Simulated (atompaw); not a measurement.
# A failed generation for aluminium (Al)

Input:

```
Al 13
GGA-PBESOL scalarrelativistic loggrid 1500 logderivrange -4 5 226
3 3 0 0 0 0
3 0 1
3 1 0
0 0 0
c
c
v
c
v
1
2.15 1.85 1.40 2.10
y
-0.85
n
y
1
n
modrrkj vanderbiltortho sinc
2 0.5 ultrasoft
2.15
2.15
2.15
2.15
PWSCFOUT
UPFDX 0.0125d0 UPFXMIN -7.d0 UPFZMESH 13.d0
END
```

```bash
atompaw < Al.input > Al.log
```

End of the output:

```
  2  999    3    0   -0.8500000E+00  0.3487060E+00  0.0000000E+00
  3    3    1    1   -0.1259850E+01 -0.1676522E+01  0.0000000E+00
  4  999    2    1    0.1000000E+01  0.1334223E-01  0.0000000E+00

 Eigenvalues of overlap operator (in the basis of projectors):
    1       -1.33072824E-02
    2        1.60579734E-02
    3        2.28092642E+00
    4        1.46465927E+01

The overlap operator has at least one negative eigenvalue!
It might be not positive definite...
Program is stopping.
This probably means that your projectors are too similar
or that your PAW basis is incomplete.
Advice: try to change your input parameters (f.i. : reference energies).
```

Task: Why did it fail, and what change makes it run?

Result: The run stopped because the overlap operator built from these waves and projectors is not positive definite. A run that differs only in the following succeeds: augmentation sinc compensation charge, radius 1.85 bohr; PAW radius 2.15 bohr; waves and projectors: custom rrkj gramschmidtortho. The answer isn't unique; the calculation gave this one.
